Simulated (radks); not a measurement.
Q: The cobalt ion Co4+, [Ar] 3d5. Calculated with a radial shooting solver on a logarithmic mesh with Libxc functionals: non-relativistic Kohn-Sham, LDA (Slater exchange, Perdew-Wang correlation), spin-polarised, spherical densities, point nucleus. Every spin shell is full or empty, so the densities are truly spherical. Functionals are evaluated on that one density, not self-consistently. Rank these exchange functionals by their error against the exact value of the orbitals, and give that value: LDA, PBE, revPBE, EV93, APBE, revTPSS, r2SCAN, TASK.

A: Exact: -56.5562 hartree. From best to worst, with 100 (|E| - |E exact|)/|E exact| (equal figures are ties): r2SCAN -0.01, revPBE -0.20, EV93 +0.42, APBE +0.46, PBE -0.49, revTPSS -0.69, TASK -2.63, LDA -6.48.
